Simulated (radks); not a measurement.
Spherical quantum dot in the effective-mass picture: electrons in a parabolic well V = omega^2 r^2 / 2 with omega = 0.223, with a point charge +2 (a donor) at the centre, all in effective atomic units (hartree* = m*/eps^2 hartree, bohr* = eps/m* bohr), one dielectric constant everywhere. Method: non-relativistic Kohn-Sham, LDA (Slater exchange, Perdew-Wang correlation), spin-polarised, spherical densities; computed with a radial shooting solver with Libxc functionals. Levels are named by radial order and angular momentum (1s, 1p, 1d, 2s, ...), and open shells are averaged over m.

N = 21, configuration 1s2 1p6 1d10 2s2 1f(up 1, down 0). This is the lowest configuration that the search found. Occupied levels:

level    occupation  eigenvalue (hartree*)  <r> (bohr*)
1s down           1                 3.1969       0.9773
1s up             1                 3.1973       0.9772
2s up             1                 3.7135        5.047
2s down           1                 3.7170        5.021
1p up             3                 3.7487        5.151
1p down           3                 3.7522        5.123
1d up             5                 3.8345        5.871
1d down           5                 3.8389        5.860
1f up             1                 3.9298        6.336

Energy (hartree*): total 41.3134, kinetic 5.6761, external 1.5923, Hartree 38.732, exchange-correlation -4.6870.

Electron density:

r (bohr*)  n(r) (e/bohr*^3)
0.497                0.5479
1.05                0.08654
1.60                0.01979
2.16                0.01013
2.71                0.01028
3.26                0.01206
3.81                0.01369
4.37                0.01459
4.92                0.01444
5.47                0.01311
6.03                0.01073
6.58               0.007766
7.13               0.004890
7.68               0.002640
8.24               0.001210
8.79              0.0004685
9.34              0.0001533
9.90             0.00004232
10.4              9.885e-06
11.0              1.981e-06
